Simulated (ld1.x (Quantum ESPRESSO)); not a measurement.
# How hard is this erbium RRKJ potential?

* Element: erbium
* Generator: ld1.x (Quantum ESPRESSO) 7.5
* Type: norm-conserving RRKJ (Kleinman–Bylander form)
* Functional: BLYP
* Relativity: scalar-relativistic
* Frozen core: [Kr] 4d10 4f11
* Valence charge: 11
* Reference configuration: 5s2 5p6 5d2 6s1 6p0
* Partial waves: 5p (bound): rc 1.95 bohr; 5d (bound): rc 2.25 bohr; 5s (bound): rc 1.60 bohr
* Local potential: the s channel
* Core correction: a·sin(br)/r model core inside 1.25 bohr
* rho0: 0.01

Occupied shells without a wave of their own: 6s. They enter only through the test configuration that unscreens the potential, and ld1.x also counts them in the model core charge.

The pseudo-atom Hamiltonian at the reference potential is diagonalised in spherical Bessel functions j_l(qr) that vanish at 20 bohr, with q² up to the cutoff. All-electron valence levels (Ry): 5p -2.0901, 6p -0.0827, 5d -0.1030, 5s -4.0142, 6s -0.2941.

**Question.** How do the lowest levels (Ry) of each channel move with the cutoff, and are there ghosts?

**Answer.**

```tsv
cutoff (Ry)	p #1	p #2	p #3	d #1	s #1	s #2	s #3	f #1	Σ f·Δε (mRy)
8	-1.9170	-0.0720	0.0413	-0.0478	-3.6838	-0.2878	-0.0080	0.0854	1834.7
15	-2.0725	-0.0823	0.0374	-0.0964	-3.8296	-0.2930	-0.0086	0.0854	507.8
21	-2.0752	-0.0824	0.0373	-0.1028	-3.9644	-0.3050	-0.0101	0.0854	197.1
35	-2.0896	-0.0834	0.0370	-0.1030	-3.9975	-0.3112	-0.0109	0.0854	38.0
45	-2.0900	-0.0835	0.0369	-0.1030	-4.0031	-0.3113	-0.0109	0.0854	24.2
60	-2.0901	-0.0835	0.0369	-0.1030	-4.0127	-0.3120	-0.0110	0.0854	3.7
80	-2.0901	-0.0835	0.0369	-0.1030	-4.0136	-0.3122	-0.0110	0.0854	1.5
110	-2.0901	-0.0835	0.0369	-0.1030	-4.0142	-0.3122	-0.0110	0.0854	0.2
400	-2.0901	-0.0835	0.0369	-0.1030	-4.0143	-0.3123	-0.0110	0.0854	0.0
```

Result: no extra level below or beside the all-electron valence levels (p, d, s, f tested); 10 mRy is reached at 55 Ry and 1 mRy at 90 Ry.

ld1.x takes every shell without a wave as core, so the model core holds the 6s electrons as well and exchange and correlation see them twice. This cancels in the reference configuration, but the file is broken for other ones, and its errors say nothing about a proper core correction. Its largest configuration-test error is -709 meV.
